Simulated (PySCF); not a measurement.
Delta-SCF ions had no search for a lower state. Excitations are Tamm–Dancoff values on a coarser integration grid. The basis has no diffuse functions, so Rydberg states are missing or too high.

Cartesian coordinates (Å):
```xyz
14

B      2.0004    -0.7145    -0.2480
C      0.6220    -0.0714    -0.0428
C      0.4425     1.3926     0.2819
C     -0.4577    -0.8677    -0.1642
C     -1.8713    -0.4078     0.0004
H      3.0028    -0.0738    -0.1616
H      2.0692    -1.8778    -0.4993
H      1.4000     1.9077     0.3315
H     -0.1722     1.8958    -0.4695
H     -0.0623     1.5282     1.2424
H     -0.2973    -1.9156    -0.3975
H     -2.0194     0.0299     0.9915
H     -2.5866    -1.2164    -0.1303
H     -2.1042     0.3805    -0.7210
```
Charge 0, spin multiplicity 1.

Give the S1–T1 gap (TDA), vertical ionisation energy (Delta-SCF) and HOMO–LUMO gap at the level M06-2X/def2-TZVP run with PySCF.


```yaml
S1–T1 gap (TDA): 1.79 eV
vertical ionisation energy (Delta-SCF): 9.58 eV
HOMO–LUMO gap: 7.82 eV
```
